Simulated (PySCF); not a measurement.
Vertical excitations of a molecule CH₅F₃Si₂ from TDA-PBE/def2-SVPD (PySCF), as energy in eV (oscillator strength): 5.77 (0.026), 6.18 (0.038), 6.60 (0.005), 7.11 (0.041), 7.22 (0.004), 7.67 (0.003), 7.85 (0.087), 7.94 (0.183), 8.04 (0.019), 8.26 (0.003). Lowest triplet (TDA): 5.03 eV. Geometry: PBE0-D3(BJ)/def2-SVP. One conformer was computed; it need not be the lowest.

### Question
Pick the molecule that these values belong to.
A) C[Si@H](F)[SiH](F)F
B) FC(F)[Si@@H](F)[SiH3]
C) F[SiH2]C(F)(F)[SiH3]
D) F[Si](F)(F)C[SiH3]

### Answer
A, C[Si@H](F)[SiH](F)F
